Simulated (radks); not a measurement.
The numbers below are computed, except where a source is named.
Pm X, 52 electrons, occupied as [Kr] 4d10 4f3 5s2 5p1. Code: a radial shooting solver on a logarithmic mesh with Libxc functionals. Model: scalar-relativistic Kohn-Sham, BLYP, spin-polarised, spherical densities, finite nucleus; open shells are filled with parallel spins first (spin-orbit coupling, left out, can overturn this in heavy ions); Fermi nuclear charge, rms radius 4.962 fm.

Unscreened Slater integrals over Kohn-Sham orbitals (eV). They are taken over the spin-up orbitals.

integral,value
"F0(4f,4f)",31.090
"F2(4f,4f)",15.303
"F4(4f,4f)",9.7110
"F6(4f,4f)",7.0182
"F0(4f,5p)",20.811
"F2(4f,5p)",7.6422
"G2(4f,5p)",3.4945
"G4(4f,5p)",2.8898
"F0(4f,5s)",22.279
"G3(4f,5s)",3.9740
"F0(4f,4d)",33.355
"F2(4f,4d)",16.411
"F4(4f,4d)",10.575
"G1(4f,4d)",19.364
"G3(4f,4d)",12.270
"G5(4f,4d)",8.7071
"F0(5p,5p)",17.534
"F2(5p,5p)",9.5727
"F0(5p,5s)",18.267
"G1(5p,5s)",12.477
"F0(5p,4d)",21.469
"F2(5p,4d)",6.8676
"G1(5p,4d)",2.0217
"G3(5p,4d)",2.0126
"F0(5s,5s)",19.146
"F0(5s,4d)",23.074
"G2(5s,4d)",2.7056
"F0(4d,4d)",36.338
"F2(4d,4d)",18.543
"F4(4d,4d)",12.433

Derived for the open shells (J is the average intra-shell exchange parameter used in DFT+U). 4f: F4/F2 = 0.635, F6/F2 = 0.459, J = (286 F2 + 195 F4 + 250 F6)/6435 = 1.247 eV. 5p: J = F2/5 = 1.915 eV.
